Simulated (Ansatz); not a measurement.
BiMe2Br (C₂H₆BiBr) was relaxed with PBE0-D4 (def2-SVP) in Ansatz in these states: charge +1 doublet, neutral singlet. The geometries follow in no particular order.

In the def2 sets Bi takes a core potential; there is no spin–orbit coupling.

A:

```xyz
10

Bi   -0.435   -1.335    0.005
C    -0.306    0.250    1.619
H     0.597    0.850    1.441
H    -0.247   -0.232    2.604
H    -1.201    0.888    1.565
C    -0.167    0.195   -1.646
H     0.008   -0.322   -2.599
H     0.697    0.825   -1.397
H    -1.078    0.809   -1.714
Br    2.134   -1.928    0.122
```

B:

```tsv
atom	x (Å)	y (Å)	z (Å)
Bi1	-0.9426	-0.3704	-0.3693
C2	0.0036	1.5756	-1.0612
H3	0.5941	1.9141	-0.1974
H4	-0.8177	2.2620	-1.3015
H5	0.6238	1.3369	-1.9352
C6	0.5808	-1.6625	0.7126
H7	0.0170	-2.4195	1.2716
H8	1.1122	-0.9622	1.3734
H9	1.2310	-2.1019	-0.0553
Br10	-2.4021	0.4281	1.5623
```

Judge from the bond lengths which geometry belongs to which state (an estimate).

A is the neutral singlet (Bi1–Br10 2.639 Å, Bi1–C6 2.266 Å, Bi1–C2 2.266 Å); B is the charge +1 doublet (Bi1–Br10 2.549 Å, Bi1–C6 2.272 Å, Bi1–C2 2.272 Å).
